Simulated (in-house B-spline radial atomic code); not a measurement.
A calculation on Pb VI (Pb5+): its settings, and results tabulated from the run. Method: Dirac-Kohn-Sham CAM-B3LYP, spherical fractional occupations, exact exchange averaged over the configuration, Fermi nucleus of rms radius 5.5012 fm. Calculated with a radial B-spline atomic code at the basis-set limit.

Command:
```bash
python run_scf.py task.json out
```
Settings (nuclear radius in fm, mass in u):
```
Z                82
configuration    [Xe] 4f14 5d9
hamiltonian      dirac
method           camb3lyp
spin_polarised   False
nucleus          fermi
rms_radius       5.5012
atomic_mass      207.97665
speed_of_light   137.035999084
exact_exchange   averaged over the configuration
```

Output (hartree, bohr):
```
 radial grid: 68 intervals, B-splines of order 8, outer radius 25.4386 bohr

 iter        energy (Eh)    residual
    1      -20912.296762    8.81e-01
    2      -20916.066447    2.20e-01
    3      -20917.022584    5.32e-02
    4      -20917.076494    1.69e-02
    5      -20917.082328    6.47e-03
    6      -20917.083204    2.74e-04
    7      -20917.083205    1.96e-04
    8      -20917.083206    1.55e-05
    9      -20917.083206    7.80e-07

 total energy                    -20917.08321
 kinetic                           24320.3605
 electron-nucleus                 -52748.0430
 Hartree                            7899.2414
 exact exchange                      -78.4782
 exchange-correlation               -310.1638

 first-order corrections (not in the total)
   Gaunt                            27.7203
   retardation                      -2.9407
   frequency dependence             -0.5579
   self-energy                      20.9929
   Uehling                          -4.4575
   Wichmann-Kroll                    0.2051
   recoil                            0.0329

 orbital      occ     eigenvalue          <r>       <r^2>       <1/r>       r_max    small
 1s1/2      2.000     -3238.2215    0.0160565 0.000357522     101.247    0.009845  9.78e-02
 2s1/2      2.000      -581.7833    0.0669124  0.00536527     25.0445     0.05738  2.26e-02
 2p1/2      2.000      -558.8228    0.0548867  0.00377612     25.0007     0.04199  2.27e-02
 2p3/2      4.000      -478.3226    0.0637983  0.00495711     19.9644      0.0497  1.99e-02
 3s1/2      2.000      -141.8937     0.173933   0.0347529     9.18716      0.1614  7.59e-03
 3p1/2      2.000      -131.4926     0.164414   0.0315821     9.09916      0.1504  7.54e-03
 3p3/2      4.000      -113.4882     0.180661   0.0379093     7.78292      0.1659  6.75e-03
 3d3/2      4.000       -96.3450     0.156982   0.0289295     7.67952      0.1289  6.63e-03
 3d5/2      6.000       -92.5194     0.161907   0.0306441     7.38637      0.1331  6.42e-03
 4s1/2      2.000       -34.1666     0.384123    0.166692     3.89902      0.3628  2.61e-03
 4p1/2      2.000       -29.6498     0.385332    0.169087     3.79012      0.3604  2.52e-03
 4p3/2      4.000       -25.2289     0.419531    0.200061     3.33823      0.3918  2.22e-03
 4d3/2      4.000       -17.8488     0.424361    0.208055     3.14042      0.3831  2.01e-03
 4d5/2      6.000       -17.0217     0.435395    0.218793     3.03769      0.3927  1.93e-03
 5s1/2      2.000        -7.7142     0.853245    0.815294     1.61894        0.79  7.01e-04
 5p1/2      2.000        -6.1461     0.908617    0.929499     1.50109      0.8274  6.18e-04
 5p3/2      4.000        -5.3024     0.994506     1.11306      1.3395      0.9024  5.27e-04
 4f5/2      6.000        -7.4526     0.449948    0.242226     2.69821      0.3477  1.57e-03
 4f7/2      8.000        -7.2660     0.456185    0.248926     2.65894      0.3522  1.54e-03
 5d3/2      3.600        -3.0729      1.20504     1.65975     1.08442       1.038  3.59e-04
 5d5/2      5.400        -2.9662      1.24058     1.75856     1.04874       1.067  3.39e-04
```

Cost of the run: 5.6 s on 1 thread of Intel(R) Xeon(R) 6975P-C (shared host).

For the Dirac Hamiltonian the kinetic term is c α·p + (β - 1)c².
